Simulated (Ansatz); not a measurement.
Input and output for C$_{3}$H$_{5}$Si, SMILES `[C]#C[SiH2]C` radical.

```yaml
crystal:
  periodic: [false, false, false]
  atoms:
    - {symbol: C, position_ang: [2.756546, -1.240332, -0.105396]}
    - {symbol: C, position_ang: [1.806426, -0.490478, -0.179919]}
    - {symbol: Si, position_ang: [0.339736, 0.606666, -0.275382]}
    - {symbol: C, position_ang: [-1.172337, -0.299819, 0.326431]}
    - {symbol: H, position_ang: [0.189986, 1.029037, -1.691016]}
    - {symbol: H, position_ang: [0.621777, 1.802411, 0.558602]}
    - {symbol: H, position_ang: [-2.049660, 0.349273, 0.270370]}
    - {symbol: H, position_ang: [-1.359500, -1.185482, -0.283880]}
    - {symbol: H, position_ang: [-1.044474, -0.617475, 1.363089]}
basis:
  gaussian: {orbitals: def2-SVP}
magnetization: {spin_polarized: true, initial_magnetization: 1}
hamiltonian: {xc: {name: PBE}, dispersion: d4}
accuracy: high
output: {forces: true}
```

```sh
$ ansatz run in.yaml --threads 4 --pin off --events-out ev --progress --plain --max-ram 10444MiB
```

Output, abridged:

```
Functional definition: PBE
1939 factors; integrals over basis functions are off by at most 3.7e-9 eV
mean field evaluation 1: about -11041.2782 eV, gradient 4.6e1 eV
mean field evaluation 2: about -11016.1912 eV, gradient 7.6e1 eV
mean field evaluation 4: about -11051.6714 eV, gradient 6.4e0 eV
mean field evaluation 8: about -11051.9030 eV, gradient 1.8e-1 eV
mean field evaluation 16: about -11051.9033 eV, gradient 6.2e-4 eV
mean field -11051.90330583 eV, -406.1499552400 hartree, gradient 2.1e-8 eV, S^2 0.771625; 6 other end points of the search recorded, 0 dependent functions left out
reference -11051.90330924 eV, -406.1499553656 hartree; 19, 18 occupied and 66, 67 virtual orbitals, 1939 factors
Total energy: -11052.07265541 eV, -406.1561787223 hartree
Atom 0 at     2.756546    -1.240332    -0.105396 Å, force     1.848282    -1.461990     0.146326 eV/Å
Atom 1 at     1.806426    -0.490478    -0.179919 Å, force    -1.566865     1.255445    -0.129090 eV/Å
Atom 2 at     0.339736     0.606666    -0.275382 Å, force     0.057634    -0.013856    -0.006628 eV/Å
Atom 3 at    -1.172337    -0.299819     0.326431 Å, force     0.131394     0.098620    -0.058832 eV/Å
Atom 4 at     0.189986     1.029037    -1.691016 Å, force    -0.047785     0.114117    -0.328229 eV/Å
Atom 5 at     0.621777     1.802411     0.558602 Å, force     0.051416     0.291275     0.188012 eV/Å
Atom 6 at    -2.049660     0.349273     0.270370 Å, force    -0.444533     0.324082    -0.026553 eV/Å
Atom 7 at    -1.359500    -1.185482    -0.283880 Å, force    -0.094194    -0.447039    -0.308035 eV/Å
Atom 8 at    -1.044474    -0.617475     1.363089 Å, force     0.064652    -0.160652     0.523029 eV/Å
Dipole moment:    -0.293067     0.015789     0.050934 e Å
```

Hardware: 4 threads of an AMD EPYC 7B13 on a shared host. Wall time 3.4 s, peak host memory 0.29 GiB.
